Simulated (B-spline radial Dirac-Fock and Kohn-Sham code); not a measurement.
## Two-hole binding energies of Au³³⁺

System: the Au³³⁺ ion, [Kr] 4d10.

Calculated with an atomic code on a B-spline grid, using multi-electron Dirac-Fock with separately optimised hole states, Breit and Lamb-shift corrections added in first order. U is the two-hole binding energy less the two single-hole energies, the effective repulsion of the holes after relaxation. Each two-hole energy is an average over J within one jj subconfiguration.

| holes | E(a) (eV) | E(b) (eV) | E(ab) (eV) | U (eV) |
| --- | --- | --- | --- | --- |
| 1s⁻¹ 3d5/2⁻¹ | 82019.2 | 3510.0 | ? | ? |
| 2s⁻² | 15671.0 | 15671.0 | 31633.1 | 291.1 |
| 2s⁻¹ 2p1/2⁻¹ | 15671.0 | 15041.2 | 30992.8 | 280.6 |
| 2p1/2⁻² | 15041.2 | 15041.2 | 30447.5 | 365.2 |
| 2s⁻¹ 2p3/2⁻¹ | 15671.0 | 13228.4 | 29161.0 | 261.6 |
| 2p1/2⁻¹ 2p3/2⁻¹ | 15041.2 | 13228.4 | 28581.8 | 312.3 |
| 2p3/2⁻² | 13228.4 | 13228.4 | 26756.4 | 299.7 |
| 2p1/2⁻¹ 3s⁻¹ | 15041.2 | 4737.8 | 19922.0 | 143.0 |
| 2s⁻¹ 3d3/2⁻¹ | 15671.0 | 3596.2 | 19419.0 | 151.8 |
| 2p3/2⁻¹ 3p1/2⁻¹ | 13228.4 | 4459.4 | 17838.0 | 150.2 |
| 3p1/2⁻¹ 3p3/2⁻¹ | 4459.4 | 4049.6 | 8617.9 | 108.9 |
| 3d3/2⁻¹ 3d5/2⁻¹ | 3596.2 | 3510.0 | 7228.5 | 122.4 |
| 4d3/2⁻² | 1498.7 | 1498.7 | 3053.3 | 55.9 |
| 4d5/2⁻² | 1474.8 | 1474.8 | 3005.0 | 55.3 |

Problem. Give the missing two-hole energy and U.

Solution. E(ab) = 85679.3 eV and U = 150.1 eV.
